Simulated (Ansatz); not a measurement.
Ansatz (a quantum-chemistry and plane-wave program) input (CCSD(T)/def2-SVPD):

Ansatz 0.2 input:
```yaml
crystal:
  periodic: [false, false, false]
  atoms:
    - {symbol: Tl, position_ang: [-0.00000000, -0.00000000, -1.24610888]}
    - {symbol: I, position_ang: [0.00000000, 0.00000000, 1.90443055]}
basis:
  gaussian:
    orbitals: def2-SVPD
total_charge: -1
magnetization: {spin_polarized: true, initial_magnetization: 1}
correlation: {method: ccsd_t, electrons: outside_noble_gas}
output: {forces: true}
```

Output:

```
Functional definition: HF
integrals: 0.09 GiB planned
872 factors; integrals over basis functions are off by at most 1.4e-4 eV
mean field: 0.31 GiB planned
mean field evaluation 1: about -12741.7437 eV, gradient 6.5e0 eV
mean field evaluation 2: about -12741.7874 eV, gradient 6.4e0 eV
mean field evaluation 4: about -12742.2247 eV, gradient 9.2e-1 eV
mean field evaluation 8: about -12742.2585 eV, gradient 2.7e-1 eV
mean field evaluation 16: about -12742.2616 eV, gradient 2.3e-6 eV
mean field evaluation 32: about -12742.2616 eV, gradient 4.0e-4 eV
mean field evaluation 64: about -12741.4019 eV, gradient 2.1e-3 eV
mean field evaluation 96: about -12742.1785 eV, gradient 1.2e0 eV
mean field evaluation 128: about -12741.4019 eV, gradient 2.1e-3 eV
mean field evaluation 160: about -12742.2610 eV, gradient 7.7e-2 eV
mean field evaluation 192: about -12740.7998 eV, gradient 5.4e0 eV
mean field evaluation 224: about -12741.4019 eV, gradient 8.9e-4 eV
mean field evaluation 256: about -12738.7733 eV, gradient 2.0e-1 eV
mean field evaluation 288: about -12738.4501 eV, gradient 4.9e0 eV
mean field evaluation 320: about -12738.8381 eV, gradient 3.1e-1 eV
mean field evaluation 352: about -12738.6071 eV, gradient 1.5e-1 eV
mean field evaluation 384: about -12738.0841 eV, gradient 4.2e-4 eV
mean field evaluation 416: about -12741.1420 eV, gradient 3.8e0 eV
mean field evaluation 448: about -12740.3459 eV, gradient 8.1e-1 eV
mean field evaluation 480: about -12738.3761 eV, gradient 6.2e-4 eV
mean field evaluation 512: about -12738.7752 eV, gradient 2.6e-3 eV
mean field evaluation 544: about -12738.6090 eV, gradient 7.5e-3 eV
mean field evaluation 576: about -12738.2951 eV, gradient 5.3e-2 eV
mean field evaluation 608: about -12738.8375 eV, gradient 3.3e-3 eV
mean field evaluation 640: about -12738.1230 eV, gradient 1.2e0 eV
mean field evaluation 672: about -12741.4019 eV, gradient 6.1e-6 eV
mean field evaluation 704: about -12740.5485 eV, gradient 7.1e-1 eV
mean field evaluation 736: about -12738.3761 eV, gradient 3.8e-2 eV
mean field evaluation 768: about -12738.3013 eV, gradient 3.5e-1 eV
mean field evaluation 800: about -12738.7752 eV, gradient 2.7e-3 eV
mean field evaluation 832: about -12738.0840 eV, gradient 9.9e-2 eV
mean field -12742.26163471 eV, -468.2694780603 hartree, gradient 2.3e-6 eV, S^2 0.760746; 13 other end points of the search recorded, 0 dependent functions left out
determinant -12742.26163471 eV, -468.2694780603 hartree, with singles and doubles -12746.53345705 eV, -468.4264646361 hartree
determinant -12741.40187629 eV, -468.2378825213 hartree, with singles and doubles -12745.69530661 eV, -468.3956631753 hartree
determinant -12740.44947359 eV, -468.2028823677 hartree, with singles and doubles -12744.87718908 eV, -468.3655979106 hartree
determinant -12738.83747432 eV, -468.1436424871 hartree, with no singles and doubles
determinant -12738.77516042 eV, -468.1413524936 hartree, with singles and doubles -12742.80766371 eV, -468.2895442561 hartree
determinant -12742.26163471 eV, -468.2694780603 hartree, with singles and doubles -12746.53641151 eV, -468.4265732105 hartree
determinant -12741.40187629 eV, -468.2378825213 hartree, with singles and doubles -12745.69936867 eV, -468.3958124532 hartree
18 core orbitals not correlated
reference -12742.26163471 eV, -468.2694780603 hartree; 6, 5 occupied and 43, 44 virtual orbitals, 872 factors
densities: 0.26 GiB planned
second order -3.77365159 eV of doubles, -0.00000000 eV of singles
coupled cluster: 0.19 GiB planned
cycle   1  -4.27479945 eV  change   -2.3e-5 eV  update   3.7e-4
cycle   2  -4.27480324 eV  change   -3.8e-6 eV  update   2.1e-4
cycle   3  -4.27479018 eV  change    1.3e-5 eV  update   1.2e-4
cycle   4  -4.27479321 eV  change   -3.0e-6 eV  update   2.3e-5
cycle   5  -4.27480941 eV  change   -1.6e-5 eV  update   8.6e-6
cycle   6  -4.27481441 eV  change   -5.0e-6 eV  update   2.5e-6
cycle   7  -4.27481421 eV  change    2.0e-7 eV  update   1.1e-6
cycle   8  -4.27481324 eV  change    9.7e-7 eV  update   4.6e-7
perturbative correction -0.11337390 eV, -0.0041664140 hartree
the calculation of the forces begins
Total energy: -12746.64982185 eV, -468.4307409633 hartree
Atom 0 at    -0.000000    -0.000000    -1.246109 Å, force    -0.000000     0.000000    -0.242494 eV/Å
Atom 1 at     0.000000     0.000000     1.904431 Å, force    -0.000000    -0.000000     0.242494 eV/Å
Dipole moment:    -0.000000     0.000000    -0.689070 e Å
```
